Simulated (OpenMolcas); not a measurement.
A run on Co2+ among 5 point charges of -2 e arranged as a square pyramid (C4v), 1.72 Å from the ion, with the axial distance 2.098 Å.

```
Program             : OpenMolcas
Method              : SS-CASPT2, IPEA 0.25 Eh, imaginary shift 0.1 Eh (closed shells correlated: 3s 3p)
Basis               : ANO-RCC-VDZP [5s4p2d1f]
Scalar Hamiltonian  : DKH2, point nucleus
Active space        : 7 electrons in 5 orbitals (3d)
State averaging     : 2S+1 = 4 even, 10 roots; 2S+1 = 2 even, 40 roots
Spin-orbit coupling : state interaction with AMFI integrals over the reference wave functions
```

First CASPT2 step and the start of its output:

```
&CASPT2
Multistate=10 1 2 3 4 5 6 7 8 9 10
NoMult
Frozen=5
IPEA=0.25
Imaginary=0.1
MaxIter=60
WThr=0.0 0.3 0.05
PrWF=0.5
NoMix
```

```
--- CASPT2 ---
Orbital specifications:
      -----------------------

      Symmetry species                           1
                                                 a
      Frozen orbitals                            5
      Inactive orbitals                          4
      Active orbitals                            5
      Secondary orbitals                        20
      Deleted orbitals                           0
      Number of basis functions                 34
Type of calculation                        SS-CASPT2
      Fock operator                              state-specific
      IPEA shift                                 0.25
      Real shift                                 0.00
      Imaginary shift                            0.10
      The input orbitals will be transformed to quasi-canonical
Reference energy:       -1397.6557870099
      E2 (Non-variational):      -0.3314568601
      Shift correction:          -0.0002467926
      E2 (Variational):          -0.3317036527
      Total energy:           -1397.9874906626
      Residual norm:              0.0000008756
      Reference weight:           0.94157
      Contributions to the CASPT2 correlation energy
      Active & Virtual Only:         -0.1068508219
      One Inactive Excited:          -0.1436714591
      Two Inactive Excited:          -0.0809345791
Reference energy:       -1397.6557870099
      E2 (Non-variational):      -0.3314568735
      Shift correction:          -0.0002467928
      E2 (Variational):          -0.3317036663
      Total energy:           -1397.9874906761
      Residual norm:              0.0000008756
      Reference weight:           0.94157
      Contributions to the CASPT2 correlation energy
      Active & Virtual Only:         -0.1068508343
...
```

Over all roots the printed reference weights run from 0.25 to 0.95, and roots that are degenerate in the reference spread by up to 62 cm-1.

Problem. Did the run give usable levels, and if not, why?

Solution. No. The equations converged, but the reference weight falls to 0.25 for at least one root against 0.95 for the best. A drop of that size marks an intruder state, so the energies of such roots and the levels built on them can't be trusted.
